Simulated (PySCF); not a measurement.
## Pm: ionisation energy

Pm [Xe] 4f5 6s2 [4f5/2^5, M_J = 5/2] → Pm⁺ [Xe] 4f5 6s1 [4f5/2^5 6s1/2^1, M_J = 2], as a difference of total energies. Computed with PySCF 2.14 in x2c-SVPall-2c (7s10p9d3f1g, 112 functions), with the two-component X2C-1e Hamiltonian. Correlated levels: [Ar] 3d10 frozen; the 16 highest virtual spinors dropped. "Screened" scales the spin-orbit matrix elements by Boettger's factors to mimic the two-electron term; Breit and QED terms are absent.

| method | ionisation energy (eV) |
| --- | --- |
| GHF (spin-free) | 4.517 |
| GMP2 (spin-free) | 5.353 |
| GHF (screened spin-orbit) | 4.518 |
| GMP2 (screened spin-orbit) | 5.354 |

**Question.** How much does correlation contribute at GMP2 (screened spin-orbit)?

**Answer.** 5.354 − (4.518) = 0.836 eV, measured against GHF (screened spin-orbit).

The spin-free rows relax to the high-spin LS determinant and lack the spin-orbit shift.

Errors of the correlated levels include the incompleteness of this basis and the frozen core.

The labels give the starting determinants; with spin-orbit coupling the two ends relaxed to ⟨J²⟩ = 13.16, ⟨L²⟩ = 29.87, ⟨S²⟩ = 8.71 and ⟨J²⟩ = 11.41, ⟨L²⟩ = 29.87, ⟨S²⟩ = 11.94.

MP2 underrates the near-degeneracy of ns² with np² in the lower species.

The determinant of Pm and of Pm⁺ mixes levels of different J (the jj label is only the starting occupation), so the difference between spin-free and spin-orbit rows is not the physical spin-orbit shift.

For comparison: 5.582 eV (measured; NIST Atomic Spectra Database, ionization energies).
